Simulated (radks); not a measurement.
Species: the lead ion Pb10+. Configuration: [Xe] 4f14 5d4 (the NIST ground configuration).

Calculated with a radial shooting solver on a logarithmic mesh with Libxc functionals: Dirac Kohn-Sham, PBEsol, spin-unpolarised, spherical densities, point nucleus; open shells are shared between the two j in proportion to 2j + 1.

Energy parts (Ry):
part                        energy
total                  -41788.5346
kinetic                 48667.9508
electron-nucleus      -104912.9597
Hartree                 15213.3030
exchange-correlation     -756.8287

Orbitals (lengths in bohr, moments of r in powers of bohr; r(90%) holds 90 % of the orbital's charge):
| orbital | occ. | eigenvalue (Ry) | r(90%) |
|---|---|---|---|
| 1s1/2 | 2 | -6476.922 | 0.0294 |
| 2s1/2 | 2 | -1167.827 | 0.105 |
| 2p1/2 | 2 | -1121.954 | 0.0918 |
| 2p3/2 | 4 | -961.0767 | 0.104 |
| 3s1/2 | 2 | -289.7345 | 0.256 |
| 3p1/2 | 2 | -269.0589 | 0.248 |
| 3p3/2 | 4 | -233.1543 | 0.270 |
| 3d3/2 | 4 | -199.2122 | 0.244 |
| 3d5/2 | 6 | -191.5686 | 0.251 |
| 4s1/2 | 2 | -75.09373 | 0.551 |
| 4p1/2 | 2 | -66.14815 | 0.559 |
| 4p3/2 | 4 | -57.33615 | 0.608 |
| 4d3/2 | 4 | -42.77254 | 0.631 |
| 4d5/2 | 6 | -41.12487 | 0.647 |
| 5s1/2 | 2 | -22.41444 | 1.18 |
| 4f5/2 | 6 | -22.24394 | 0.708 |
| 4f7/2 | 8 | -21.86937 | 0.717 |
| 5p1/2 | 2 | -19.24677 | 1.25 |
| 5p3/2 | 4 | -17.40913 | 1.35 |
| 5d3/2 | 1.6 | -12.71058 | 1.56 |
| 5d5/2 | 2.4 | -12.43122 | 1.59 |

The highest occupied level is 5d5/2 at -169.14 eV. Summed over all electrons, <r^2> = 20.34 bohr^2, which gives a Langevin (diamagnetic) susceptibility term of -16.1 x 10^-6 cm^3/mol.
